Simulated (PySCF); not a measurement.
## Correlation energy of C (carbon, neutral)

Starting occupation: [He] 2s2 2p2, 2p3/2 with m_j = +1/2, +3/2. Calculation: PySCF 2.14, in x2c-TZVPall-2c (5s3p2d1f, 31 functions); X2C-1e with screened-nucleus spin-orbit coupling, Gaussian nucleus. Frozen: 1s2; 4 electrons correlated.

MP2 pair energies summed by pair of shells (mhartree):

```tsv
pair	energy	share (%)
2p-2s	-42.94	62.6
2s-2s	-18.50	26.9
2p-2p	-7.21	10.5
```

Total MP2 correlation energy: -68.65 mhartree.

The GHF reference relaxed away from the jj start to a determinant that is no pure jj level (⟨S²⟩ = 2.01, ⟨J²⟩ = 6.01); the energies belong to that determinant.
